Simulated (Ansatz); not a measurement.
Li₇Sn. Total charge 0; doublet. Geometry relaxed at PBE0-D4/def2-TZVP.

```xyz
8

Li    1.3310   -0.4790    0.9598
Li   -1.5684    0.7380    2.1838
Li    0.9552   -0.8669   -1.8134
Li    3.9321   -0.2031   -0.8309
Li    1.4400    1.7815   -0.7480
Li   -1.7287   -1.8515    0.6574
Li   -3.5112    0.4285   -0.0466
Sn   -0.8501    0.4526   -0.3621
```

In the def2 sets Sn takes a core potential; there is no spin–orbit coupling. The relaxation made no stability test and no search for a lower SCF solution. The structure comes from a short search, and lower isomers may exist.

Estimate the harmonic wavenumbers at UKS PBE0-D4/def2-TZVP (Ansatz, unscaled). Is this a minimum?

6, 68, 80, 141, 142, 170, 176, 181, 200, 214, 228, 280, 310, 323, 325, 332, 353, 380 cm⁻¹. Yes, no mode is imaginary beyond noise. Zero-point energy 23.4 kJ/mol. It took 86 s on 4 threads of Intel Xeon Platinum 8488C on a shared host, peak host memory 0.59 GiB.
